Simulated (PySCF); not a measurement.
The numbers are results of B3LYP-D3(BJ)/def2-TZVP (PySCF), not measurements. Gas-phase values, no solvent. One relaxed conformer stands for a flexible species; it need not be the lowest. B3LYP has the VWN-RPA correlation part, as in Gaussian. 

Reference species (SMILES): `[SiH2]1OC1` (neutral, multiplicity 1).

- S1 oscillator strength: 0.006
- LUMO: -0.76 eV
- HOMO: -7.49 eV
- HOMO–LUMO gap: 6.73 eV

Changed species: `C=[SiH]O` (C–Si–O–H torsion 0°).

Problem. What does the change do to the S1 oscillator strength, LUMO, HOMO and HOMO–LUMO gap?

Solution. the S1 oscillator strength rises by 0.013, to 0.019; the LUMO goes up by 0.26 eV, to -0.50 eV; the HOMO rises by 1.51 eV, to -5.98 eV; the HOMO–LUMO gap falls by 1.25 eV, to 5.48 eV.
